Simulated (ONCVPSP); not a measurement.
## Mn, ONCV: configuration errors across variants

```
Element                 : Mn (Z = 25)
Generator               : ONCVPSP 4.0.1
Type                    : optimised norm-conserving Vanderbilt (ONCV)
Functional              : Wu-Cohen
Relativity              : fully relativistic
Frozen core             : [Ne]
Valence charge          : 15
Reference configuration : 3s2 3p6 3d5 4s2
Partial waves           : 3s+4s: rc 1.30 bohr, ncon 3, nbas 7, qcut 10.6 1/bohr, 3 projectors, debl 0.9 Ha; 3p: rc 1.25 bohr, ncon 5, nbas 8, qcut 10.5 1/bohr, 2 projectors, debl 3.6 Ha; 3d: rc 2.00 bohr, ncon 5, nbas 9, qcut 9.5 1/bohr, 2 projectors, debl 1.8 Ha
Local potential         : polynomial inside 1.25 bohr (lpopt 5, dvloc0 0 Ha)
Core correction         : polynomial model core, fcfact 0.7
```

Open shells are filled in proportion to 2j + 1.

All-electron excitation energies from the reference (eV): (1) 3s2 3p6 3d5 4s1 8.447; (2) 3s2 3p6 3d5 4s0 23.927; (3) 3s2 3p6 3d4 4s0 56.437; (4) 3s2 3p6 3d3 4s0 107.210.

Errors AE − PS in meV (a dash: test not solved or not reliable):

```tsv
change	(1)	(2)	(3)	(4)	bound ghosts	GHOST(+) flags above zero
base	+2.3	+12	+64	+618	none	none
all radii but the core radius scaled by about 0.80 (s 1.04, p 1.00, d 1.60 bohr); local potential polynomial inside 1.00 bohr (lpopt 5, dvloc0 0 Ha)	+1.3	+6.7	+24	+280	none	s
all radii but the core radius scaled by about 0.87 (s 1.12, p 1.08, d 1.74 bohr); local potential polynomial inside 1.08 bohr (lpopt 5, dvloc0 0 Ha)	+1.7	+8.4	+35	+378	none	s
all radii but the core radius scaled by about 0.91 (s 1.18, p 1.14, d 1.82 bohr); local potential polynomial inside 1.14 bohr (lpopt 5, dvloc0 0 Ha)	-3.8	-6.1	+19	+408	none	s
all radii but the core radius scaled by about 1.04 (s 1.34, p 1.30, d 2.08 bohr); local potential polynomial inside 1.30 bohr (lpopt 5, dvloc0 0 Ha)	+2.7	+14	+77	+716	none	none
all radii but the core radius scaled by about 1.13 (s 1.48, p 1.42, d 2.26 bohr); local potential polynomial inside 1.42 bohr (lpopt 5, dvloc0 0 Ha)	+3.4	+17	+107	+942	none	none
all radii but the core radius scaled by about 1.23 (s 1.60, p 1.54, d 2.46 bohr); local potential polynomial inside 1.54 bohr (lpopt 5, dvloc0 0 Ha)	+3.8	+18	+126	+1075	none	none
all radii but the core radius scaled by about 1.33 (s 1.72, p 1.66, d 2.66 bohr); local potential polynomial inside 1.66 bohr (lpopt 5, dvloc0 0 Ha)	+1.6	+11	+45	+533	none	none
```

(1) Give the same row for: all radii but the core radius scaled by about 1.20 (s 1.56, p 1.50, d 2.40 bohr); local potential polynomial inside 1.50 bohr (lpopt 5, dvloc0 0 Ha).

Answers

(1) +3.8, +18, +126, +1078; bound ghosts: none; GHOST(+) flags above zero: none.
